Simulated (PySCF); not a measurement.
A PySCF script (with the pyscf-properties extension) for the NMR shieldings of SMILES c1ccc(-c2ccncc2)cc1, C11H9N, on a GFN2-xTB geometry:

```python
import basis_set_exchange as bse
import numpy as np
from pyscf import gto, dft
from pyscf.prop import nmr

atoms = """
C     3.294956    0.044420   -0.365816
C     2.649331    1.104866    0.247856
C     1.274962    1.089831    0.396090
C     0.526974    0.007602   -0.061183
C    -0.933315   -0.011921    0.102011
C    -1.605103   -1.173864    0.479311
C    -2.981219   -1.133316    0.623261
N    -3.707109   -0.047578    0.416431
C    -3.073927    1.055492    0.054759
C    -1.702089    1.131088   -0.113399
C     1.185835   -1.055347   -0.674245
C     2.559576   -1.034372   -0.827647
H     4.368367    0.058125   -0.482860
H     3.219649    1.946872    0.612197
H     0.776690    1.911155    0.890544
H    -1.059576   -2.084109    0.676282
H    -3.535177   -2.014497    0.920703
H    -3.703142    1.920974   -0.109151
H    -1.238438    2.054607   -0.424725
H     0.614470   -1.891404   -1.050697
H     3.059364   -1.861681   -1.310193
"""
names = dict.fromkeys(["C", "N", "H"], "pcSseg-1")
basis = {el: gto.basis.parse(bse.get_basis(n, elements=[el], fmt="nwchem")) for el, n in names.items()}
mol = gto.M(atom=atoms, basis=basis, charge=0, verbose=0)
mf = dft.RKS(mol, xc="PBE0")
mf.grids.level = 2
mf.grids.alignment = dft.numint.BLKSIZE   # the property module wants whole blocks of grid points
mf.conv_tol = 1e-9
mf.kernel()

calc = nmr.RKS(mf)   # GIAO
C = mf.mo_coeff
Co = C[:, mf.mo_occ > 0]
resp = mf.gen_response(singlet=True, hermi=2)
def vind(x):   # induced exchange potential for any number of trial vectors
    d = np.einsum("pi,xij,qj->xpq", C, 2 * x.reshape(-1, C.shape[1], Co.shape[1]), Co, optimize=True)
    return np.einsum("xpq,pi,qj->xij", resp(d - d.transpose(0, 2, 1)), C, Co, optimize=True).ravel()
mo1, _ = nmr.rhf.solve_mo1(calc, with_cphf=vind)
sigma = calc.kernel(mo1)
for i, s in enumerate(sigma):   # ppm
    print("%2d %-2s %9.2f" % (i, mol.atom_pure_symbol(i), np.trace(s) / 3))
```

Problem. Give the expected output.

Solution. 
```
 0 C      52.63
 1 C      52.20
 2 C      53.18
 3 C      40.17
 4 C      31.02
 5 C      59.66
 6 C      30.66
 7 N     -87.88
 8 C      30.64
 9 C      59.71
10 C      53.29
11 C      52.18
12 H      23.96
13 H      23.90
14 H      23.88
15 H      24.21
16 H      22.65
17 H      22.65
18 H      24.21
19 H      23.88
20 H      23.89
```

These numbers come from an equivalent density-fitted implementation of the same equations, which agrees with the script to about 0.01 ppm for H and up to a few tenths of a ppm for heavy atoms, so last digits may differ.

Problem. Turn these shieldings into chemical shifts. δ = σ(ref) − σ, references computed at the same level: TMS for 13C (σ = 186.93 ppm), 1H (σ = 31.72 ppm); 15N (σ = 267.73 ppm) against NH3.

Solution. Averaging equivalent atoms: C 6/8: 156.3; C 4: 155.9; C 3: 146.8; C 1/11: 134.7; C 0: 134.3; C 2/10: 133.7; C 5/9: 127.2; N 7: 355.6; H 16/17: 9.06; H 14/19: 7.84; H 13/20: 7.82; H 12: 7.76; H 15/18: 7.51 ppm. Experimental scales use liquid or dissolved standards, which lie at an offset from isolated NH3 (liquid NH3: subtract about 20 ppm). Unscaled 15N shifts of sp2 nitrogen come out 20 to 40 ppm too high even then.

Size and cost of the density-fitted run: 249 basis functions, 45 s wall time on 1 thread of an x86-64 server CPU, shared host.
